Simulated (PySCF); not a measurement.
# Frontier orbitals and the lowest excitations

Species: SeI2Me2, C₂H₆I₂Se.
Geometry (PBE0-D3(BJ)/def2-SVP, Å), atoms numbered from 1 in this order:
```
atom  x, y, z in Å
Se1   -0.6115   -0.8125    0.0185
I2    -0.6695   -0.8618    2.8184
I3    -0.6923   -0.9446   -2.7780
C4     1.3319   -0.7013   -0.0128
H5     1.6953   -1.7308   -0.1234
H6     1.6604   -0.2702    0.9399
H7     1.6224   -0.0969   -0.8795
C8    -0.9989    1.0950    0.0111
H9    -2.0875    1.1876    0.1127
H10   -0.6601    1.5036   -0.9478
H11   -0.4923    1.5463    0.8718
```

Level of theory: TDDFT CAM-B3LYP/def2-SVPD, vertical, gas phase, core orbitals frozen in the response, def2 core potentials past Kr (PySCF). Spin–orbit coupling is left out.

Frontier orbitals with the atoms that hold most of them (Löwdin shares over 4%, at most four atoms; ? is withheld):

```json
{"orbital": "HOMO-3", "ε (eV)": "-8.56", "atoms": "I3 70%, I2 20%, Se1 6%"}
{"orbital": "HOMO-2", "ε (eV)": "-8.55", "atoms": "I2 71%, I3 22%"}
{"orbital": "HOMO-1", "ε (eV)": "-8.54", "atoms": "I2 46%, I3 44%, Se1 6%"}
{"orbital": "HOMO", "ε (eV)": "-7.89", "atoms": "?"}
{"orbital": "LUMO", "ε (eV)": "-2.34", "atoms": "?"}
{"orbital": "LUMO+1", "ε (eV)": "-0.07", "atoms": "Se1 50%, C4 13%, C8 13%, I2 6%"}
{"orbital": "LUMO+2", "ε (eV)": "0.41", "atoms": "Se1 41%, C8 13%, C4 13%, I2 10%"}
```

Give the leading atoms of the HOMO.

I2 (bonded to Se) 42%; I3 (bonded to Se) 42%; Se1 (bonded to 2 C and 2 I) 15%. By element: iodine 84%, selenium 15%.

Which atoms hold the LUMO, and with what shares?

Se1 (bonded to 2 C and 2 I) 32%; I3 (bonded to Se) 32%; I2 (bonded to Se) 32%. By element: iodine 63%, selenium 32%.

Within 0.005 eV of a neighbour in this list lie HOMO-3/HOMO-2.

How does S1 compare with the orbital gap of 5.55 eV?

S1 is at 3.10 eV (f = 0.043), 2.45 eV below the gap, made of HOMO-4→LUMO (65%), HOMO→LUMO (34%). Without the coupling terms of the response equations the lowest excitation would equal the gap.

Next come S2 at 3.18 eV (f 0.0006), HOMO-1→LUMO (98%); S3 at 3.20 eV (f 0.0004), HOMO-3/HOMO-2→LUMO (99%); S4 at 3.20 eV (f 0.0003), HOMO-3/HOMO-2→LUMO (99%); S5 at 4.18 eV (f 1.136), HOMO→LUMO (58%), HOMO-4→LUMO (33%).

Orbitals of the list HOMO-3 to LUMO+2 that lie within 0.01 eV of each other are written together with a slash and their weights summed (≥ marks a lower bound); for degenerate orbitals outside that list single weights are arbitrary.

Time: 6.5 min (with the writing of density and orbital grids); peak memory 1.2 GiB. Hardware: one thread, Arm Neoverse N1 (aarch64), shared host with 64 logical CPUs at a one-minute load of 45.
